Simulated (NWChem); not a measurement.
Molecule: C2H3Cl2F; SMILES C(F)(Cl)(Cl)C

```xyz
8

C     -1.3007    -1.1252     0.0000
C     -0.3394     0.0326     0.0000
F     -1.0121     1.1933     0.0000
Cl     0.6931     0.0005    -1.4546
Cl     0.6931     0.0005     1.4546
H     -1.9315    -1.0635     0.8978
H     -0.7542    -2.0758     0.0000
H     -1.9315    -1.0635    -0.8978
```
Atoms are numbered in this order, from 1.

All runs: NWChem. Pople sets run with spherical d functions. All runs use the structure optimised with PBE0/def2-SVP.

Task: Taking B3LYP/aug-cc-pVTZ as the yardstick, which of these has the fewest basis functions while keeping “dipole (D)” within 0.05 D of it: B3LYP/6-311++G**; B3LYP/def2-TZVP; B3LYP/def2-SVPD; B3LYP/6-31G*; B3LYP/6-31+G*; B3LYP/STO-3G; B3LYP/3-21G; B3LYP/def2-SVP?

Result: B3LYP/6-31G* (a larger set in the list lies outside the tolerance).
```json
[
 {"level": "B3LYP/STO-3G", "basis functions": "36", "dipole (D)": "2.42"},
 {"level": "B3LYP/3-21G", "basis functions": "59", "dipole (D)": "2.36"},
 {"level": "B3LYP/6-31G*", "basis functions": "84", "dipole (D)": "2.04"},
 {"level": "B3LYP/def2-SVP", "basis functions": "93", "dipole (D)": "1.85"},
 {"level": "B3LYP/6-31+G*", "basis functions": "104", "dipole (D)": "2.12"},
 {"level": "B3LYP/def2-SVPD", "basis functions": "141", "dipole (D)": "2.03"},
 {"level": "B3LYP/6-311++G**", "basis functions": "147", "dipole (D)": "2.13"},
 {"level": "B3LYP/def2-TZVP", "basis functions": "185", "dipole (D)": "1.97"},
 {"level": "B3LYP/aug-cc-pVTZ", "basis functions": "307", "dipole (D)": "2.01"}
]
```

The yardstick is one finite set, not the basis-set limit.
